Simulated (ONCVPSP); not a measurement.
# What one change does to a pseudopotential (K (Z = 19), ONCV)

ONCVPSP 4.0.1 input, shortened (lines: element, Z, core and valence counts, functional; n l f; lmax; l rc ep ncon nbas qcut; lloc lpopt rc5 dvloc0; l nproj debl; icmod fcfact rcfact), PBE, scalar-relativistic:

```
  K 19.00    3    3        4      upf
    1    0    2.00
    2    0    2.00
    2    1    6.00
    3    0    2.00
    3    1    6.00
    4    0    1.00
    2
    0    2.25    0.00    4    8    5.00
    1    1.30    0.00    4    8    6.80
    2    2.10    0.28    4    8    5.00
    4    5    0.80   -1.00
    0    2    2.30
    1    2    1.50
    2    2    3.00
    3    4.50    1.65
```

All-electron outer shells of the reference configuration (PBE, scalar-relativistic, ld1.x):

| shell | level (eV) | outermost node (bohr) | outermost maximum (bohr) |
| --- | --- | --- | --- |
| 2p | -280.12 | – | 0.26 |
| 3s | -35.34 | 0.48 | 1.08 |
| 3p | -18.81 | 0.45 | 1.15 |
| 4s | -2.32 | 1.59 | 4.18 |

Change: p: qcut 7.6.

Cutoffs: the cutoffs (Ha) at which the residual kinetic energy of the hardest occupied pseudo-wave falls to 1 and 0.1 mHa per electron; they do not see the model core or the augmentation charge, which bear on the density cutoff. Errors are all-electron minus pseudo energies relative to the spin-unpolarised reference configuration.

Question: What does the change do?

Answer: The potential gets neither clearly harder nor softer (12 Ha and 37 Ha → 18 Ha and 27 Ha); the errors of the 4 common tests hardly move; neither file shows a bound ghost.

| quantity | base | changed |
| --- | --- | --- |
| cutoff, loose | 12 Ha | 18 Ha |
| cutoff, tight | 37 Ha | 27 Ha |
| loose cutoff by channel | s 4.5 Ha, p 12 Ha | s 4.5 Ha, p 18 Ha |
| bound ghosts | none | none |
| GHOST(+) flags under 300 eV | s at 82.8 eV | s at 82.8 eV |
| error for 3s2 3p6 4s0, meV [ΔE 4.31 eV] | -0.3 | -0.3 |
| error for 3s2 3p6 4s0.5, meV [ΔE 1.64 eV] | -0.1 | -0.1 |
| error for 3s2 3p6 4s0 4p1, meV [ΔE 1.55 eV] | -0.1 | -0.2 |
| error for 3s1 3p6 4s1, meV [ΔE 41.99 eV] | -220 | -222 |
| s: phases at 2.29 bohr within 0.05 rad from the reference energy up to (Ha; the scan ends near 5) | 2.6 | 2.6 |
| p: phases at 1.32 bohr within 0.05 rad from the reference energy up to (Ha; the scan ends near 5) | to the end of the scan | to the end of the scan |
| d: phases at 2.13 bohr within 0.05 rad from the reference energy up to (Ha; the scan ends near 5) | 1.5 | 1.5 |
| rms error of d²Exc/dni dnj with the model core, mHa | 2.98 | 2.98 |

Base: The cutoffs count occupied waves only; projector 2 of the d channel, the hardest unoccupied one, needs 66 Ha at the loose tolerance. Changed file: The cutoffs count occupied waves only; projector 2 of the d channel, the hardest unoccupied one, needs 66 Ha at the loose tolerance.
